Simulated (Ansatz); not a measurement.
Born–Oppenheimer molecular dynamics of C₃H₉ClO₃Si (17 atoms, charge 0, multiplicity 1). It starts from a relaxed structure.

Method: RKS B3LYP-D4/STO-3G (Ansatz 0.2.0).

- ensemble: NVE (velocity Verlet)
- time step: 0.5 fs
- steps asked: 100
- starting velocities drawn for: 400 K
- seed: 941958

First frame:

```xyz
17
Properties=species:S:1:pos:R:3
Si -0.671 -0.149 0.271
O 0.040 -0.301 1.809
C -0.937 -0.002 2.867
H -1.802 -0.702 2.872
H -0.407 -0.112 3.834
H -1.335 1.035 2.810
Cl 0.951 -0.443 -1.069
O -1.364 1.389 0.125
C -1.979 1.601 -1.192
H -2.769 0.854 -1.424
H -2.448 2.604 -1.173
H -1.233 1.584 -2.016
O -1.899 -1.275 -0.056
C -1.436 -2.663 0.049
H -1.062 -2.918 1.066
H -2.304 -3.315 -0.170
H -0.631 -2.901 -0.681
```

Question: How far do the bonds stretch over the last three quarters of this one trajectory? (Pairs bonded in most of those frames.)

Answer: 
```csv
bond,mean (Å),spread (Å),shortest,longest
Si1–O2,1.703,0.028,1.66,1.76
Si1–Cl7,2.137,0.030,2.09,2.17
Si1–O8,1.683,0.013,1.66,1.70
Si1–O13,1.711,0.017,1.68,1.74
O2–C3,1.475,0.012,1.45,1.49
C3–H4,1.113,0.015,1.09,1.14
C3–H5,1.110,0.016,1.08,1.14
C3–H6,1.112,0.013,1.09,1.14
O8–C9,1.460,0.021,1.43,1.50
C9–H10,1.113,0.019,1.09,1.14
C9–H11,1.111,0.018,1.08,1.14
C9–H12,1.114,0.011,1.10,1.13
O13–C14,1.476,0.034,1.43,1.53
C14–H15,1.113,0.021,1.08,1.15
C14–H16,1.111,0.028,1.07,1.16
C14–H17,1.114,0.016,1.09,1.14
```

Mean temperature of the second half: 201 K. The conserved energy stayed within 0.23 meV per atom of its start (net change 0.13 meV per atom), so the integration is sound. A run of 0.05 ps of so small a system gives no equilibrium averages. Limits of this set-up: minimal basis.

The run took 10 min on 1 thread of Arm Neoverse V1, with other jobs on the host, peak memory 0.17 GiB.
